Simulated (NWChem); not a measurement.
The numbers come from NWChem runs, not from measurements. System: CBr, charge 1, spin multiplicity 1, at the geometry of a parent with another charge or spin, in a state set for the comparison that need not be this species' ground state. Level: MP2/def2-TZVPD, 10 core orbitals frozen.

Input file:

```
start mol
memory heap 200 mb stack 900 mb global 1100 mb
charge 1
geometry units angstroms nocenter noautoz
  C      0.000000     0.000000     1.550582
  Br     0.000000     0.000000    -0.265814
  symmetry group C2v
end
basis spherical
  * library def2-tzvpd
end
scf
  rhf
  nopen 0
  maxiter 100
  thresh 1e-7
  semidirect memsize 60000000 filesize 0
end
mp2
  freeze core 10
end
task mp2 energy
```

Part of the output:

```
             Northwest Computational Chemistry Package (NWChem) 7.3.0
             --------------------------------------------------------

                                NWChem Input Module
                                -------------------

 Scaling coordinates for geometry "geometry" by  1.889725989
 (inverse scale =  0.529177249)

 Turning off AUTOSYM since
 SYMMETRY directive was detected!

                             Geometry "geometry" -> ""
                             -------------------------

 Output coordinates in angstroms (scale by  1.889725989 to convert to a.u.)

  No.       Tag          Charge          X              Y              Z
 ---- ---------------- ---------- -------------- -------------- --------------
    1 C                    6.0000     0.00000000     0.00000000     1.55058200
    2 Br                  35.0000     0.00000000     0.00000000    -0.26581400

 Effective nuclear repulsion energy (a.u.)      61.1800633177

            Nuclear Dipole moment (a.u.)
            ----------------------------
        X                 Y               Z
 ---------------- ---------------- ----------------
     0.0000000000     0.0000000000     0.0000037795

      Symmetry information
      --------------------

 Group name             C2v
 Group number             16
 Group order               4
 No. of unique centers     2

      Symmetry unique atoms

     1    2


 Summary of "ao basis" -> "" (spherical)
 ------------------------------------------------------------------------------
       Tag                 Description            Shells   Functions and Types
 ---------------- ------------------------------  ------  ---------------------
 *                         def2-tzvpd                 on all atoms

 Summary of "ao basis" -> "ao basis" (spherical)
 ------------------------------------------------------------------------------
       Tag                 Description            Shells   Functions and Types
 ---------------- ------------------------------  ------  ---------------------
 C                         def2-tzvpd               13       37   6s3p3d1f
 Br                        def2-tzvpd               19       57   7s6p5d1f

                                 NWChem SCF Module
                                 -----------------

  ao basis        = "ao basis"
  functions       =    94
  atoms           =     2
  closed shells   =    20
  open shells     =     0
  charge          =   1.00
  wavefunction    = RHF
  use symmetry    = T
  symmetry adapt  = T

 Summary of "ao basis" -> "ao basis" (spherical)
 ------------------------------------------------------------------------------
       Tag                 Description            Shells   Functions and Types
 ---------------- ------------------------------  ------  ---------------------
 C                         def2-tzvpd               13       37   6s3p3d1f
 Br                        def2-tzvpd               19       57   7s6p5d1f

      Symmetry analysis of basis
      --------------------------

        a1         42
        a2         10
        b1         21
        b2         21

 Forming initial guess at       0.1s

      Superposition of Atomic Density Guess
      -------------------------------------

 Sum of atomic energies:       -2610.07065766

 Renormalizing density from      41.00 to     40

      Non-variational initial energy
      ------------------------------

 Total energy =   -2570.792743
 1-e energy   =   -3662.778294
 2-e energy   =    1030.805487
[...]
   Bfn.  Coefficient  Atom+Function         Bfn.  Coefficient  Atom+Function
  ----- ------------  ---------------      ----- ------------  ---------------
    10      0.410323  1 C  px                 7      0.383413  1 C  px
    13      0.332496  1 C  px                54     -0.256324  2 Br px
    57     -0.227575  2 Br px                48      0.151666  2 Br px

 Vector   22  Occ=0.000000D+00  E=-2.757877D-01  Symmetry=b2
              MO Center=  1.2D-28,  3.7D-15,  1.1D+00, r^2= 2.1D+00
   Bfn.  Coefficient  Atom+Function         Bfn.  Coefficient  Atom+Function
  ----- ------------  ---------------      ----- ------------  ---------------
    11      0.410323  1 C  py                 8      0.383413  1 C  py
    14      0.332496  1 C  py                55     -0.256324  2 Br py
    58     -0.227575  2 Br py                49      0.151666  2 Br py

 Vector   23  Occ=0.000000D+00  E=-1.337305D-01  Symmetry=a1
              MO Center=  1.0D-14, -3.9D-15, -2.6D-03, r^2= 5.2D+00
   Bfn.  Coefficient  Atom+Function         Bfn.  Coefficient  Atom+Function
  ----- ------------  ---------------      ----- ------------  ---------------
    59      0.432478  2 Br pz                62      0.371061  2 Br pz
     5     -0.347007  1 C  s                  4     -0.311949  1 C  s
    56      0.308539  2 Br pz                12      0.300633  1 C  pz
    43      0.295594  2 Br s                  9      0.259918  1 C  pz
     6      0.242162  1 C  s                 15      0.208006  1 C  pz

 center of mass
 --------------
 x =   0.00000000 y =   0.00000000 z =  -0.05419272

 moments of inertia (a.u.)
 ------------------
         122.925778604489           0.000000000000           0.000000000000
           0.000000000000         122.925778604489           0.000000000000
           0.000000000000           0.000000000000           0.000000000000

  Mulliken analysis of the total density
  --------------------------------------

    Atom       Charge   Shell Charges
 -----------   ------   -------------------------------------------------------
    1 C    6     5.44   0.87  1.11  0.76  1.01  0.12 -0.02  0.63  0.80  0.08  0.01  0.08 -0.01  0.00
    2 Br  35    34.56   2.00  2.00  1.16  0.77  1.05  1.01  0.06  6.00  5.94  1.20  2.62  0.69 -0.01  8.99  1.02  0.00  0.05 -0.00  0.01

       Multipole analysis of the density wrt the origin
       ------------------------------------------------

     L   x y z        total         open         nuclear
     -   - - -        -----         ----         -------
     0   0 0 0      1.000000      0.000000     41.000000

     1   1 0 0     -0.000000      0.000000      0.000000
     1   0 1 0      0.000000      0.000000      0.000000
     1   0 0 1      0.667592      0.000000      0.000004

     2   2 0 0    -15.310341      0.000000      0.000000
     2   1 1 0      0.000000      0.000000      0.000000
     2   1 0 1     -0.000000      0.000000      0.000000
     2   0 2 0    -15.310341      0.000000      0.000000
     2   0 1 1      0.000000      0.000000      0.000000
     2   0 0 2    -11.265955      0.000000     60.346791

                   NWChem MP2 Semi-direct Energy/Gradient Module
                   ---------------------------------------------

  Basis functions       =     94
  Molecular orbitals    =     94
  Frozen core           =     10
  Frozen virtuals       =      0
  Active alpha occupied =     10
  Active beta occupied  =     10
  Active alpha virtual  =     74
  Active beta virtual   =     74
  Use MO symmetry       = T
  Use skeleton AO sym   = T

  AO/Fock/Back tols     =   1.0D-09  1.0D-09  1.0D-09

 GA uses MA = F    GA memory limited = T

 Available:
  local mem=  1.26D+08
 global mem=  1.44D+08
 local disk=  0.00D+00
  mp2_memr nvloc                    74
  nvloc new                    74
   1 passes of  10:        4194304                      55010                  11208872.
   1 passes of  10: M    126149950           G      144161528           F     121955646.

 Semi-direct pass number   1 of   1  for RHF alpha+beta  at        2.6s
  vrange nnbf                  4449
  mp2_eaftype                    42  avail_ma_in_mb                  1099
 EAF : mp2_eaftype filesize          42    5604436.
  mp2_eaf for mointskh                     42
Node 0 wrote     26.3 Mb in      0.0 s     Agg I/O rate:  1587.6 Mb/s
 Done moints_semi at        6.7s
  mp2_eaftype                    42  avail_ma_in_mb                  1057
 EAF : mp2_eaftype filesize          42    5604436.
  mp2_eaf for kh                    42
 Done maket at        6.8s
 Done multipass loop at        6.8s

          -------------------------------------------
          SCF energy               -2609.816274302157
          Correlation energy          -0.392873979274
          Singlet pairs               -0.226920558986
          Triplet pairs               -0.165953420287
          Total MP2 energy         -2610.209148281431
          -------------------------------------------

          ---------------------------------------------------
                    Spin Component Scaled (SCS) MP2
          Same spin pairs                     -0.110635613525
          Same spin scaling factor             0.333333333333
          Opposite spin pairs                 -0.282238365749
          Opposite spin scaling fact.          1.200000000000
          SCS-MP2 correlation energy          -0.375564576740
          Total SCS-MP2 energy             -2610.191838878898
          ---------------------------------------------------

 -----------------------
 Performance information
 -----------------------

 Timer overhead =  2.03D-07 seconds/call

               Nr. of calls         CPU time (s)                 Wall time (s)                GFlops
             ---------------    -------------------     ------------------------------   -------------------
Name         Min   Avg   Max    Min     Avg     Max     Min     Avg     Max   Mx/calls   Min     Max     Sum
mp2: moin     1     1     1    4.2     4.2     4.2      4.2     4.2     4.2     4.2      0.0     0.0     0.0
mp2: make     1     1     1   0.12    0.12    0.12     0.12    0.12    0.12    0.12      0.0     0.0     0.0
mp2: tota     1     1     1    4.3     4.3     4.3      4.3     4.3     4.3     4.3      0.0     0.0     0.0

 The average no. of pstat calls per process was 3.00D+00
 with a timing overhead of 6.10D-07s

 Task  times  cpu:        6.8s     wall:        6.8s

 Total times  cpu:        6.8s     wall:        6.8s
```
